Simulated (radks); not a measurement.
Excited configurations of the mercury ion Hg28+: one electron is placed in a higher orbital outside [Kr] 4d10 4f5. The ground configuration is [Kr] 4d10 4f6. All-electron calculation, scalar-relativistic Kohn-Sham, PBE, spin-unpolarised, spherical densities, point nucleus. Program: a radial shooting solver on a logarithmic mesh with Libxc functionals. Excitation = E - E(ground); binding = E(ion) - E, where the ion is the core of charge +29; n* = 29/sqrt(2 binding) in atomic units. These energies are relativistic, and a one-electron ion of charge +29 with no core already has n* below n in this formula (scalar-relativistic equation, point nucleus: 5s 4.981, 5p 4.988, 5d 4.994, 6s 5.980, 6p 5.988, 6d 5.994, 6f 5.996, 7s 6.980, 7p 6.987, 7d 6.993, 7f 6.996). The quantum defect is therefore taken as that value minus n*, so that it holds no relativistic shift of the bare ion.

| outer orbital | excitation (eV) | binding (eV) | n* | quantum defect | eigenvalue (eV) | <r> (bohr) |
|---|---|---|---|---|---|---|
| 5s | 133.91 | 840.47 | 3.690 | 1.291 | -825.04 | 0.7202 |
| 5p | 213.25 | 761.12 | 3.877 | 1.111 | -746.61 | 0.7632 |
| 5d | 309.80 | 664.58 | 4.149 | 0.845 | -650.80 | 0.8087 |
| 6s | 458.48 | 515.89 | 4.710 | 1.271 | -507.65 | 1.160 |
| 6p | 497.66 | 476.71 | 4.899 | 1.089 | -469.10 | 1.224 |
| 6d | 546.52 | 427.85 | 5.171 | 0.822 | -420.67 | 1.300 |
| 6f | 597.55 | 376.82 | 5.511 | 0.486 | -369.86 | 1.373 |
| 7s | 623.53 | 350.84 | 5.711 | 1.269 | -345.30 | 1.699 |
| 7p | 646.03 | 328.35 | 5.903 | 1.084 | -323.08 | 1.783 |
| 7d | 674.52 | 299.85 | 6.177 | 0.816 | -294.91 | 1.887 |
| 7f | 704.36 | 270.01 | 6.510 | 0.486 | -265.36 | 1.994 |

The Delta-SCF ionisation energy is 974.37 eV (NIST Atomic Spectra Database: 990 eV, theoretical). Self-interaction in the functional shifts the binding energies and quantum defects, so they are the method's values and not measured ones. Spin polarisation and multiplet splitting are left out, so open shells lie too high by an amount that depends on their filling. Spin-orbit splitting is averaged out at the scalar-relativistic level.

Beside tabulated values, note that spin-unpolarised runs miss the spin-polarisation part of the exchange energy of open shells.
